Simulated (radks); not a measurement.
Problem. These are the eigenvalues of the occupied orbitals of an atom or ion with whole-number occupations (eV). Calculated with a radial shooting solver on a logarithmic mesh with Libxc functionals: scalar-relativistic Kohn-Sham, PBE, spin-polarised, spherical densities, finite nucleus; Fermi nuclear charge, rms radius of each element as measured or else 0.836 A^(1/3) + 0.57 fm.

| orbital | eigenvalue |
|---|---|
| 1s up | -7.5945 |

Which element is it, and in what charge state? The configuration may be excited. Open shells, if any, are filled with parallel spins first.

Solution. Z = 1, hydrogen, charge 0: H in 1s1. The 1s level, -0.27909 hartree, gives Z - s = 0.7 by -(Z - s)^2/2, which with screening and relativity narrows Z to a few neighbours, and with so few levels the electron count can be read from the list.
